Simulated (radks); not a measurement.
Results of a calculation; reference values are marked as such.
Sc II, configuration [Ar] 3d1 4s1.

Level of theory: non-relativistic Kohn-Sham, TPSS, spin-polarised, spherical densities, point nucleus; open shells are filled with parallel spins first; meta-GGA in the generalised Kohn-Sham scheme (a radial shooting solver on a logarithmic mesh with Libxc functionals).

Energy parts (hartree):
total: -760.39918
kinetic: 759.69443
electron-nucleus: -1794.80616
Hartree: 313.48778
exchange-correlation: -38.77524

Orbitals (lengths in bohr, moments of r in powers of bohr):
orbital  occ.  eigenvalue (hartree)     <r^2>
1s up       1             -161.3004  0.007258
1s down     1             -161.2995  0.007258
2s up       1             -17.60369    0.1412
2s down     1             -17.59401    0.1411
2p up       3             -14.54202    0.1176
2p down     3             -14.53409    0.1174
3s up       1              -2.29963     1.348
3s down     1              -2.26414     1.344
3p up       3              -1.51856     1.613
3p down     3              -1.48100     1.602
3d up       1              -0.38261     3.781
4s up       1              -0.37097     12.68
3d down     0              -0.33912     3.577

The highest occupied level is 4s up at -10.095 eV. Spin moment in Bohr magnetons: 2. The spin density at the nucleus is 2.889 e/bohr^3 (1s 0.042, 2s -0.171, 3s -0.041, 4s 3.059), a Fermi contact field of 151 T. The electron density at the nucleus is 6188 e/bohr^3.
